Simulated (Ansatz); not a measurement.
Al6As, relaxed as a doublet with UKS PBE0-D4/def2-SVP in Ansatz, starting from the GFN2-xTB geometry. Force threshold 0.02 eV/Å.

The charge 0 doublet is spin-contaminated (final ⟨S²⟩ up to 0.97, 0.75 for a pure state). The structure comes from a short search, and lower isomers may exist.

Start:

| atom | x (Å) | y (Å) | z (Å) |
| --- | --- | --- | --- |
| As1 | -1.793 | -2.029 | 0.730 |
| Al2 | -1.007 | 1.159 | -1.158 |
| Al3 | -0.953 | 0.140 | 1.335 |
| Al4 | 1.644 | -0.442 | 0.898 |
| Al5 | -0.144 | -1.377 | -0.891 |
| Al6 | 1.506 | 0.564 | -1.502 |
| Al7 | 0.747 | 1.985 | 0.588 |

Task: Estimate the energy that the relaxation releases and the steps that it takes.

Result: 18.6 kcal/mol, in 23 steps; 2.2 min on 4 threads of Arm Neoverse V2 on a shared host. No frequencies were taken in this run, so the end may be a saddle point.

Task: Does the start keep its bonding and symmetry?

Result: Bonds formed: As1–Al4 (atoms count from 1). Point group C2v at the start, Cs at the end, both within 0.05 Å.

Task: Predict the relaxed structure.

Result: 
Cartesian coordinates in Å:
```
As -0.797 -2.064 1.114
Al -0.956 1.338 -1.262
Al -1.304 0.328 1.110
Al 1.305 -0.598 0.882
Al -0.481 -1.217 -1.153
Al 1.548 0.296 -1.538
Al 0.686 1.916 0.848
```
Bond lengths (bridged metal pairs left out): 8 × Al–Al 2.56 to 2.74 Å; 3 × Al–As 2.44 to 2.57 Å.
